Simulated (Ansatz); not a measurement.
Ansatz (a program for electronic structure) job for C₄H₂F₂, SMILES C#C/C(F)=C\F, PBE-D3(BJ)/def2-SVP. 

Ansatz 0.2 input:
```yaml
crystal:
  periodic: [false, false, false]
  atoms:
    - {symbol: C, position_ang: [-0.85836255, 2.18923340, 0.00000000]}
    - {symbol: C, position_ang: [-0.23170831, 1.15129227, 0.00000000]}
    - {symbol: C, position_ang: [0.50591525, -0.06047934, 0.00000000]}
    - {symbol: F, position_ang: [1.83769695, 0.04694509, 0.00000000]}
    - {symbol: C, position_ang: [-0.02862329, -1.28970170, 0.00000000]}
    - {symbol: F, position_ang: [-1.33578419, -1.47473793, 0.00000000]}
    - {symbol: H, position_ang: [-1.41624672, 3.10800167, 0.00000000]}
    - {symbol: H, position_ang: [0.57570531, -2.19993396, 0.00000000]}
basis:
  gaussian:
    orbitals: def2-SVP
hamiltonian:
  xc: pbe
  dispersion: d3bj
relax: {f_tol: 0.002, max_steps: 200}
```

It prints:

```
WARN ansatz: RAYON_NUM_THREADS=1 ignored (pool sized by the plan → 1); use --threads N
Functional definition: PBE
integrals: 0.04 GiB planned
1044 factors; their error is unknown
mean field: 0.22 GiB planned
mean field evaluation 1: about -9587.9186 eV, gradient 4.5e1 eV
mean field evaluation 2: about -9586.0564 eV, gradient 5.0e1 eV
mean field evaluation 4: about -9593.3004 eV, gradient 7.9e0 eV
mean field evaluation 8: about -9593.4519 eV, gradient 1.5e-1 eV
mean field evaluation 16: about -9593.3891 eV, gradient 1.7e-3 eV
mean field -9593.38914982 eV, -352.5505486232 hartree, gradient 1.6e-5 eV, S^2 0.000000; 0 other end points of the search recorded, 0 dependent functions left out
the calculation of the forces begins
reference -9593.38917357 eV, -352.5505494958 hartree; 22, 22 occupied and 72, 72 virtual orbitals, 1044 factors
relax step   1: F+E_penalty+E_count = -9593.53028727 eV  Δ(F+E_penalty+E_count) = +0.000e0 eV  max|allowed force component| = 1.039e0 eV/Å  Δτ_max = 0.0000 Å  (32 SCF iters, accepted)
these checks for a lower state are left out or cut short: starts, cluster_reference, orbital_swaps, neighbouring_geometries, increment
integrals: 0.04 GiB planned
1044 factors; their error is unknown
mean field: 0.22 GiB planned
mean field -9593.41659875 eV, -352.5515573526 hartree, gradient 2.2e-5 eV, S^2 0.000000; 0 other end points of the search recorded, 0 dependent functions left out
the calculation of the forces begins
reference -9593.41662265 eV, -352.5515582309 hartree; 22, 22 occupied and 72, 72 virtual orbitals, 1044 factors
relax step   2: F+E_penalty+E_count = -9593.55706701 eV  Δ(F+E_penalty+E_count) = -2.678e-2 eV  max|allowed force component| = 2.907e-1 eV/Å  Δτ_max = 0.0188 Å  (34 SCF iters, accepted)
these checks for a lower state are left out or cut short: starts, cluster_reference, orbital_swaps, neighbouring_geometries, increment
integrals: 0.04 GiB planned
1044 factors; their error is unknown
mean field: 0.22 GiB planned
mean field evaluation 32: about -9593.4189 eV, gradient 1.9e-1 eV
mean field -9593.41899287 eV, -352.5516453350 hartree, gradient 2.2e-5 eV, S^2 0.000000; 0 other end points of the search recorded, 0 dependent functions left out
the calculation of the forces begins
reference -9593.41901681 eV, -352.5516462150 hartree; 22, 22 occupied and 72, 72 virtual orbitals, 1044 factors
relax step   3: F+E_penalty+E_count = -9593.55930973 eV  Δ(F+E_penalty+E_count) = -2.243e-3 eV  max|allowed force component| = 1.069e-1 eV/Å  Δτ_max = 0.0061 Å  (36 SCF iters, accepted)
these checks for a lower state are left out or cut short: starts, cluster_reference, orbital_swaps, neighbouring_geometries, increment
integrals: 0.04 GiB planned
1044 factors; their error is unknown
mean field: 0.22 GiB planned
mean field -9593.41913596 eV, -352.5516505935 hartree, gradient 1.2e-5 eV, S^2 0.000000; 0 other end points of the search recorded, 0 dependent functions left out
the calculation of the forces begins
reference -9593.41915991 eV, -352.5516514735 hartree; 22, 22 occupied and 72, 72 virtual orbitals, 1044 factors
relax step   4: F+E_penalty+E_count = -9593.55944037 eV  Δ(F+E_penalty+E_count) = -1.306e-4 eV  max|allowed force component| = 4.265e-2 eV/Å  Δτ_max = 0.0014 Å  (26 SCF iters, accepted)
these checks for a lower state are left out or cut short: starts, cluster_reference, orbital_swaps, neighbouring_geometries, increment
integrals: 0.04 GiB planned
1044 factors; their error is unknown
mean field: 0.22 GiB planned
mean field -9593.41918763 eV, -352.5516524924 hartree, gradient 1.0e-5 eV, S^2 0.000000; 0 other end points of the search recorded, 0 dependent functions left out
the calculation of the forces begins
reference -9593.41921157 eV, -352.5516533722 hartree; 22, 22 occupied and 72, 72 virtual orbitals, 1044 factors
relax step   5: F+E_penalty+E_count = -9593.55947994 eV  Δ(F+E_penalty+E_count) = -3.957e-5 eV  max|allowed force component| = 2.789e-3 eV/Å  Δτ_max = 0.0016 Å  (26 SCF iters, accepted)
these checks for a lower state are left out or cut short: starts, cluster_reference, orbital_swaps, neighbouring_geometries, increment
integrals: 0.04 GiB planned
1044 factors; their error is unknown
mean field: 0.22 GiB planned
mean field -9593.41919544 eV, -352.5516527794 hartree, gradient 5.6e-5 eV, S^2 0.000000; 0 other end points of the search recorded, 0 dependent functions left out
the calculation of the forces begins
reference -9593.41921938 eV, -352.5516536591 hartree; 22, 22 occupied and 72, 72 virtual orbitals, 1044 factors
relax step   6: F+E_penalty+E_count = -9593.55948223 eV  Δ(F+E_penalty+E_count) = -2.292e-6 eV  max|allowed force component| = 2.338e-3 eV/Å  Δτ_max = 0.0008 Å  (23 SCF iters, accepted)
these checks for a lower state are left out or cut short: starts, cluster_reference, orbital_swaps, neighbouring_geometries, increment
integrals: 0.04 GiB planned
1044 factors; their error is unknown
mean field: 0.22 GiB planned
mean field -9593.41920674 eV, -352.5516531947 hartree, gradient 8.3e-5 eV, S^2 0.000000; 0 other end points of the search recorded, 0 dependent functions left out
the calculation of the forces begins
reference -9593.41923068 eV, -352.5516540743 hartree; 22, 22 occupied and 72, 72 virtual orbitals, 1044 factors
relax step   7: F+E_penalty+E_count = -9593.55948391 eV  Δ(F+E_penalty+E_count) = -1.674e-6 eV  max|allowed force component| = 1.379e-3 eV/Å  Δτ_max = 0.0012 Å  (23 SCF iters, accepted)
integrals: 0.04 GiB planned
1044 factors; their error is unknown
mean field: 0.22 GiB planned
mean field evaluation 64: about -9588.1785 eV, gradient 4.4e1 eV
mean field -9593.41920674 eV, -352.5516531947 hartree, gradient 8.3e-5 eV, S^2 0.000000; 1 other end points of the search recorded, 0 dependent functions left out
the calculation of the forces begins
reference -9593.41923068 eV, -352.5516540743 hartree; 22, 22 occupied and 72, 72 virtual orbitals, 1044 factors
Total energy: -9593.55950784 eV, -352.5568091650 hartree
Atom 0 at    -0.863007     2.205499     0.000000 Å, force     0.001063     0.000649    -0.000000 eV/Å
Atom 1 at    -0.231974     1.154781     0.000000 Å, force    -0.001379    -0.000763    -0.000000 eV/Å
Atom 2 at     0.506375    -0.056040     0.000000 Å, force     0.000648     0.000018     0.000000 eV/Å
Atom 3 at     1.855435     0.049399    -0.000000 Å, force     0.000138     0.000144    -0.000000 eV/Å
Atom 4 at    -0.029060    -1.301954    -0.000000 Å, force     0.000890     0.000031    -0.000000 eV/Å
Atom 5 at    -1.349198    -1.494003    -0.000000 Å, force    -0.000888     0.000161     0.000000 eV/Å
Atom 6 at    -1.422625     3.130815    -0.000000 Å, force    -0.000361    -0.000235    -0.000000 eV/Å
Atom 7 at     0.582645    -2.217879     0.000000 Å, force    -0.000110    -0.000005     0.000000 eV/Å
Dipole moment:    -0.079495     0.008400     0.000000 e Å
```

The calculation finished and met its thresholds.
